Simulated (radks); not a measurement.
Values are calculated unless marked as measured or tabulated.
Initial-state core-level shifts of neutral gadolinium when its valence configuration changes from [Xe] 4f7 5d1 6s2. Level of theory: scalar-relativistic Kohn-Sham, LDA (Slater exchange, Perdew-Wang correlation), spin-unpolarised, spherical densities, finite nucleus; Fermi nuclear charge, rms radius 5.1569 fm (a radial shooting solver on a logarithmic mesh with Libxc functionals). Shifts are changes of the shell-averaged eigenvalues in eV (positive: less bound); the change of the density at the nucleus, which sets a Mossbauer isomer shift, is in e/bohr^3, on a base of 6.556e+05.

valence                   2s       4s       4p      5s  density at nucleus
4f8 5d1 6s1           +7.726   +8.119   +7.979  +4.666              -60.35
4f5 5d3 6s2          -16.707  -17.304  -16.828  -7.124              +81.58
4f6 5d2 6s2           -7.913   -8.271   -8.061  -3.600              +38.77
4f7 5d1 6p2           -2.512   -2.515   -2.516  -2.526              -56.33
4f7 5d0.5 6s2 6p0.5   -1.586   -1.569   -1.572  -1.583               +6.42
4f7 5d2 6s1           +1.416   +1.397   +1.402  +1.439              -32.30
4f6 5d2.5 6s1.5       -6.963   -7.339   -7.127  -2.683              +19.48
4f8 6s2               +6.841   +7.248   +7.101  +3.667              -33.47
